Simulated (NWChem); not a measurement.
A series in which one site is exchanged, each optimised at PBE0/def2-SVP with NWChem, gas phase unless a solvent is named. def2 effective core potentials on Ag, I; no spin-orbit coupling.

A: [Cl][Ag] (AgCl; site = Cl)
B: [Ag][Ag] (Ag$_{2}$; site = Ag)
C: [F][Ag] (AgF; site = F)
D: [Ag][I] (AgI; site = I)

### Question
Rank them by orbital gap (eV), PBE0/def2-SVP, lowest first.

### Answer
B (3.32), D (3.61), A (4.23), C (4.66)
